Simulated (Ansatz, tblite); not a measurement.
Forces on the cluster Si₂N₂O at its r2SCAN-D4/def2-SVP geometry. Charge 0, multiplicity 1.

The xTB rows come from tblite. The restricted singlet is unstable towards broken spin symmetry in Hartree–Fock (as tested in another run); at PBE-D4/def2-TZVP this wasn't settled. Another isomer (singlet) lies 2.68 eV lower at PBE0-D4/def2-TZVP; other spin states weren't run for this one.

GFN1-xTB (tblite), largest force 3.34 eV/Å:

```xyz
5
positions Å, forces eV/Å
Si    0.487   -1.530   -0.213    1.002   -3.157   -0.445
Si   -0.486    1.530    0.215   -0.590    1.836    0.237
N    -0.963    3.019    0.412    0.376   -1.169   -0.150
N     0.018   -0.048    0.001   -0.283    0.900    0.137
O     0.945   -2.971   -0.415   -0.505    1.590    0.221
```

GFN2-xTB (tblite), largest force 4.50 eV/Å:

```
Si 1.352 -4.256 -0.596
Si -0.718 2.233 0.284
N 0.439 -1.366 -0.173
N -0.446 1.416 0.212
O -0.628 1.972 0.272
```

PBE-D4/def2-TZVP (Ansatz), largest force 0.26 eV/Å:

```
Si 0.009 -0.027 -0.002
Si 0.075 -0.241 -0.039
N -0.050 0.160 0.024
N -0.044 0.143 0.023
O 0.011 -0.034 -0.006
```
